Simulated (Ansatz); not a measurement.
`CN[Si](F)(F)Cl` + `[NH2][GeH2][Cl]` → `F[Si](F)(Cl)[NH][GeH2][Cl]` + CH₃NH₂  (ligand exchange at the Si–N bond)

Gas-phase electronic energies from Ansatz, PBE0-D4/def2-TZVP geometries. CCSD(T)/CBS adds triple-zeta CCSD(T) − MP2 to the extrapolated MP2 energy (def2 sets, frozen cores). DFT in def2-TZVPP. For Ge outer-core shells are correlated without core-valence functions, which leaves a few kJ/mol of doubt a bond. Scalar relativity is left out up to krypton. One conformer a species, not always the lowest.

```csv
level,ΔE (kcal/mol),difference from CCSD(T)/CBS
B2PLYP,0.4,1.1
r2SCAN,0.5,1.2
PBE0,0.8,1.5
HF/def2-TZVPP,0.2,0.9
MP2/def2-TZVPP,-0.8,-0.1
CCSD(T)/def2-TZVPP,-0.9,-0.2
HF/def2-QZVPP,0.2,0.9
MP2/def2-QZVPP,-0.7,0.0
HF/CBS(def2),0.1,0.8
CCSD/CBS(def2),-0.5,0.2
CCSD(T)/CBS,-0.7,0
```

Largest T1 diagnostic among the species: 0.011.

The D4 term adds −1.5 kcal/mol with B3LYP and −0.9 kcal/mol with PBE0; it sums over pairs of atoms, weighted by their polarisabilities, and B3LYP, whose exchange is more repulsive, gets the larger term. In def2-TZVPP, CCSD(T) changes the Hartree–Fock value by −1.1 kcal/mol (the triples alone add −0.2 kcal/mol) and MP2 by −1.0 kcal/mol.

CCSD(T)/CBS has its own doubt, a few kJ/mol and more with outer-core shells, so smaller differences from it don't rank the levels.

B3LYP here is the variant with VWN-RPA as its local correlation; programs differ in this.
